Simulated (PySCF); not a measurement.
Atoms are numbered as in `[Cl:1][CH:2]([Cl:3])[C:4]1=[CH:5][CH:6]=[CH:7][SiH2:8]1`. Hydrogens are named by the atom that carries them.

Method: σ from GIAO-PBE0/pcSseg-1, GFN2-xTB geometry, in PySCF (one computed conformer, rapidly exchanging positions averaged, in vacuum, non-relativistic Hamiltonian).

References, each an isolated molecule treated in the same way: 13C (σref 186.93) against TMS.

Do the 13C shifts follow the atomic charges (in e)? Tabulate both.

Answers


```
atoms  hybridisation  δ (ppm)  σ para (ppm)  Hirshfeld    IAO  Mulliken  ESP-fitted
   C4            sp2    155.9          -230      -0.11  -0.28     -0.35       -0.04
   C6            sp2    154.7          -221      -0.04  -0.13     -0.08       -0.15
   C5            sp2    146.4          -211      -0.03  -0.13     -0.04       +0.01
   C7            sp2    140.4          -214      -0.14  -0.42     -0.38       -0.43
   C2            sp3     87.0          -140      +0.03  -0.08     -0.19       -0.57
```

Correlation coefficients of δ with charge over these carbons: Hirshfeld -0.68, IAO -0.40, Mulliken -0.03, ESP-fitted +0.82; with the paramagnetic shielding -0.99. Among the 4 sp2 carbons alone: Hirshfeld +0.34, IAO +0.53, Mulliken +0.21, ESP-fitted +0.63. With so few points, grouped by hybridisation, these coefficients are fragile. Charge is one influence among several: hybridisation and low-lying excitations act through the paramagnetic term.

Carbons that carry Cl, above all several Cl atoms, come out too deshielded, partly because spin–orbit coupling is missing. Shifts are as computed. Against solution values, carbons near 30 ppm lie about +3 ppm off and those near 130 ppm about +5 ppm; carbons on Cl a further +6 ppm. Of 1211 compounds with measured shifts, 218 miss one by over three times the rms of a fit or turn the order of signals round; such compounds aren't used in these exercises.
